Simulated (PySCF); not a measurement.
# Excitation energy of I by level of theory

I [Kr] 4d10 5s2 5p5 (2P) → I [Kr] 4d10 5s1 5p6 (2S), as a difference of total energies. All numbers are calculated (PySCF 2.14, a scalar-relativistic core potential, in def2-QZVPPD with the def2 core potential (28 electrons) (8s7p5d4f1g, 91 functions)). Correlated levels: valence: 4s2 4p6 4d10 frozen; valence and next inner shell: nothing frozen outside the core potential. The calculations carry no spin-orbit coupling.

```json
{"method": "UHF", "excitation energy (eV)": "12.734"}
{"method": "LDA", "excitation energy (eV)": "10.510"}
{"method": "PBE", "excitation energy (eV)": "10.484"}
{"method": "PBE0", "excitation energy (eV)": "11.060"}
{"method": "r2SCAN", "excitation energy (eV)": "10.885"}
{"method": "BLYP", "excitation energy (eV)": "10.482"}
{"method": "BP86", "excitation energy (eV)": "10.496"}
{"method": "HSE06", "excitation energy (eV)": "11.030"}
{"method": "wB97M-V", "excitation energy (eV)": "11.309"}
{"method": "MP2 (valence)", "excitation energy (eV)": "10.914"}
{"method": "SCS-MP2 (valence)", "excitation energy (eV)": "10.711"}
{"method": "MP2 (valence and next inner shell)", "excitation energy (eV)": "10.439"}
{"method": "SCS-MP2 (valence and next inner shell)", "excitation energy (eV)": "10.312"}
```

Problem. How much does correlation contribute at MP2 (valence and next inner shell)?

Solution. 10.439 − (12.734) = -2.295 eV, measured against UHF.

The upper state lies above the first ionisation limit, where it may autoionise and the basis confines it.
